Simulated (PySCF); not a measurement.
C4H7O2, SMILES C[CH]OC(C)=O, multiplicity 2. Geometry optimised at PBE-D3(BJ)/def2-SVP. The isomer is the one that the SMILES or the coordinates give; other isomers of the formula were not compared. Other conformers were not sampled.

Computed equilibrium geometry at PBE-D3(BJ)/def2-SVP (PySCF confirms it by a frequency run) as bond lengths and angles (one conformer of several):
Atoms: C1 C2 O3 C4 C5 O6 H7 H8 H9 H10 H11 H12 H13. Bonds (Å): C1–C2 1.479, C1–H7 1.107, C1–H8 1.119, C1–H9 1.112, C2–O3 1.369, C2–H10 1.100, O3–C4 1.384, C4–C5 1.506, C4–O6 1.214, C5–H11 1.106, C5–H12 1.111, C5–H13 1.105. Angles (°): C2–C1–H7 110.4, C2–C1–H8 112.8, C2–C1–H9 111.5, H7–C1–H8 107.2, H7–C1–H9 108.4, H8–C1–H9 106.3, C1–C2–O3 115.9, C1–C2–H10 126.3, O3–C2–H10 116.1, C2–O3–C4 118.6, O3–C4–C5 110.4, O3–C4–O6 122.9, C5–C4–O6 126.7, C4–C5–H11 111.5, C4–C5–H12 109.3, C4–C5–H13 109.4, H11–C5–H12 107.7, H11–C5–H13 110.9, H12–C5–H13 108.0.
Charge 0, spin multiplicity 2.
